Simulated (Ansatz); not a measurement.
Ga₇Sb₇H₂₀, a nanocrystal cut from zinc blende GaSb (hydrogen-capped). Total charge 0; singlet. Geometry PBE-D4/def2-SVP; atoms count from 1.

| atom | x (Å) | y (Å) | z (Å) |
| --- | --- | --- | --- |
| Ga1 | -2.2695 | -0.2708 | 3.5572 |
| Ga2 | 3.7094 | 1.3929 | -1.4372 |
| Ga3 | -0.3577 | 2.4813 | 0.6642 |
| Ga4 | 1.4758 | -1.5038 | 1.5270 |
| Ga5 | -2.2855 | -3.5398 | 0.3534 |
| Ga6 | -0.3752 | -0.7095 | -2.4675 |
| Ga7 | -4.1625 | 0.5425 | -0.5358 |
| Sb8 | 3.7622 | -0.4790 | 0.4683 |
| Sb9 | 0.0928 | 0.5650 | 2.4364 |
| Sb10 | -3.3390 | -1.2502 | 1.2921 |
| Sb11 | 2.0750 | 3.1896 | -0.3268 |
| Sb12 | 2.0605 | 0.2555 | -3.2039 |
| Sb13 | -1.6519 | 1.3165 | -1.3333 |
| Sb14 | 0.0766 | -2.4447 | -0.5168 |
| H15 | -2.9864 | 1.0687 | 3.9911 |
| H16 | -1.8448 | -1.4390 | 4.5326 |
| H17 | 5.0961 | 1.9112 | -1.9739 |
| H18 | -1.0052 | 3.8065 | 1.2264 |
| H19 | 1.9254 | -2.5650 | 2.6054 |
| H20 | -1.8588 | -4.4937 | 1.5383 |
| H21 | -3.0095 | -3.9971 | -0.9742 |
| H22 | -1.0294 | -1.2961 | -3.7785 |
| H23 | -4.7625 | 1.8281 | 0.1593 |
| H24 | -4.7657 | -0.1775 | -1.8061 |
| H25 | 4.8415 | 0.1338 | 1.6589 |
| H26 | 4.8213 | -1.6906 | -0.1393 |
| H27 | 1.1501 | 1.3001 | 3.5804 |
| H28 | -4.8514 | -1.8185 | 1.8848 |
| H29 | 3.0495 | 4.0285 | 0.8154 |
| H30 | 1.9849 | 4.4688 | -1.4729 |
| H31 | 1.9709 | 1.3789 | -4.5033 |
| H32 | 3.0283 | -0.9048 | -4.0258 |
| H33 | -1.6866 | 2.5234 | -2.5616 |
| H34 | 1.1211 | -3.6111 | -1.2343 |

In the def2 sets Sb takes a core potential; there is no spin–orbit coupling. Single mean-field runs in def2-SVP are fitted with def2-universal-jkfit.

Estimate the Mulliken populations of the heavy atoms from the PBE0/def2-SVP orbitals of Ansatz.


| atom | charge (e) |
| --- | --- |
| Ga1 | 0.19 |
| Ga2 | 0.12 |
| Ga3 | 0.16 |
| Ga4 | 0.16 |
| Ga5 | 0.19 |
| Ga6 | 0.16 |
| Ga7 | 0.19 |
| Sb8 | 0.05 |
| Sb9 | -0.17 |
| Sb10 | -0.23 |
| Sb11 | 0.05 |
| Sb12 | 0.05 |
| Sb13 | -0.17 |
| Sb14 | -0.17 |
Mulliken values depend strongly on the basis.

And the Mayer bond orders between heavy atoms (over 0.3)?

Ga1–Sb9 0.57 (2.74 Å); Ga1–Sb10 0.74 (2.69 Å); Ga2–Sb8 0.79 (2.67 Å); Ga2–Sb11 0.79 (2.67 Å); Ga2–Sb12 0.79 (2.67 Å); Ga3–Sb9 0.83 (2.65 Å); Ga3–Sb11 0.62 (2.72 Å); Ga3–Sb13 0.83 (2.65 Å); Ga4–Sb8 0.62 (2.72 Å); Ga4–Sb9 0.83 (2.65 Å); Ga4–Sb14 0.83 (2.65 Å); Ga5–Sb10 0.74 (2.69 Å); Ga5–Sb14 0.57 (2.75 Å); Ga6–Sb12 0.62 (2.72 Å); Ga6–Sb13 0.83 (2.65 Å); Ga6–Sb14 0.83 (2.65 Å); Ga7–Sb10 0.74 (2.69 Å); Ga7–Sb13 0.57 (2.75 Å).
